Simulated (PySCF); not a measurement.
## Electron correlation in Ti⁺ (titanium, charge +1)

[Ar] 3d2 4s1, high-spin 4F determinant. All numbers are calculated (PySCF 2.14, scalar relativity by spin-free X2C-1e, in aug-cc-pVTZ-DK (8s7p5d3f2g, 93 functions)). Frozen: [Ar]; 3 electrons correlated.

| level | correlation energy (mhartree) |
| --- | --- |
| CCSD | -14.44 |
| (T) | -0.10 |
| CCSD(T) | -14.54 |

Diagnostics: T1 = 0.0062, D1 = 0.0103, largest double amplitude 0.023.

Cost of the coupled-cluster step: about 17 core-seconds, for 3 correlated electrons.

Iterations:

```
CC2 = 0
CCSD nocc = (np.int64(3), np.int64(0)), nmo = (84, 84)
frozen orbitals [[0, 1, 2, 3, 4, 5, 6, 7, 8], [0, 1, 2, 3, 4, 5, 6, 7, 8]]
max_cycle = 100
direct = 0
conv_tol = 1e-08
conv_tol_normt = 1e-06
diis_space = 8
diis_start_cycle = 0
Init t2, MP2 energy = -0.0111675011992571
Init E_corr(UCCSD) = -0.0111675011993411
cycle = 1  E_corr(UCCSD) = -0.0135279803298224  dE = -0.00236047913  norm(t1,t2) = 0.0175741
cycle = 2  E_corr(UCCSD) = -0.0141366124183298  dE = -0.000608632089  norm(t1,t2) = 0.00679834
cycle = 3  E_corr(UCCSD) = -0.0144569880753393  dE = -0.000320375657  norm(t1,t2) = 0.00305108
cycle = 4  E_corr(UCCSD) = -0.0144340172329039  dE = 2.29708424e-05  norm(t1,t2) = 0.000642667
cycle = 5  E_corr(UCCSD) = -0.014439920407603  dE = -5.9031747e-06  norm(t1,t2) = 0.00027209
cycle = 6  E_corr(UCCSD) = -0.0144395419886259  dE = 3.78418977e-07  norm(t1,t2) = 4.91385e-05
cycle = 7  E_corr(UCCSD) = -0.0144396966112864  dE = -1.5462266e-07  norm(t1,t2) = 1.10762e-05
cycle = 8  E_corr(UCCSD) = -0.0144396022347364  dE = 9.437655e-08  norm(t1,t2) = 3.68722e-06
cycle = 9  E_corr(UCCSD) = -0.0144396309052303  dE = -2.86704939e-08  norm(t1,t2) = 8.43341e-07
cycle = 10  E_corr(UCCSD) = -0.014439627448706  dE = 3.45652424e-09  norm(t1,t2) = 2.50905e-07
UCCSD converged
E(UCCSD) = -852.5577587935478  E_corr = -0.01443962744870604
UCCSD(T) correction = -9.59630395416402e-05
```
